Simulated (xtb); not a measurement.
CH7ClGeSi, SMILES Cl[SiH2][CH2][GeH3]. All values are semi-empirical tight-binding results from xtb (GFN2-xTB unless named), good for trends rather than for accurate numbers. Coordinates come from a GFN2-xTB optimisation. The structure was generated by enumeration, and PubChem lists no compound with its InChIKey, so it may never have been made. The values are those of a single conformer.

For metal compounds this method's bond lengths and energies can be far off.

Computed properties:
```
Property                                      Result
-------------------------------------  -------------
orbital gap                                  5.77 eV
zero-point energy                      41.6 kcal/mol
G − E(el) at 298.15 K (modified RRHO)  20.7 kcal/mol
```
